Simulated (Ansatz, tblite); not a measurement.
Forces on H₃Au₃⁺ at its PBE0-D4/def2-TZVP geometry. Total charge 1; doublet.

In the def2 sets Au takes a core potential; there is no spin–orbit coupling. The xTB rows come from tblite. Another isomer (doublet) lies 0.02 eV lower at PBE-D4/def2-TZVP; other spin states weren't run for this one.

GFN1-xTB (tblite), largest force 1.26 eV/Å:

```xyz
6
positions Å, forces eV/Å
Au    2.485    2.160   -0.036   -1.125   -0.496   -0.261
Au    0.495    0.407    0.261   -0.219   -0.142    0.015
Au   -0.997   -1.893   -0.026   -0.738    1.006    0.096
H    -0.539   -0.642    1.112    0.529    0.049   -0.685
H    -2.474   -1.879   -0.603    0.973   -0.155    0.256
H     1.029    1.846   -0.707    0.580   -0.262    0.580
```

GFN2-xTB (tblite), largest force 1.23 eV/Å:

```
Au -0.804 -0.006 -0.518
Au -0.532 -0.089 0.279
Au -1.135 0.234 -0.071
H 0.664 0.206 -0.586
H 0.796 -0.257 0.199
H 1.011 -0.089 0.697
```

PBE-D4/def2-TZVP (Ansatz), largest force 0.20 eV/Å:

```
Au -0.004 -0.021 0.026
Au 0.153 -0.101 0.080
Au 0.050 -0.073 -0.066
H -0.057 0.081 0.109
H -0.105 -0.024 -0.031
H -0.037 0.139 -0.118
```
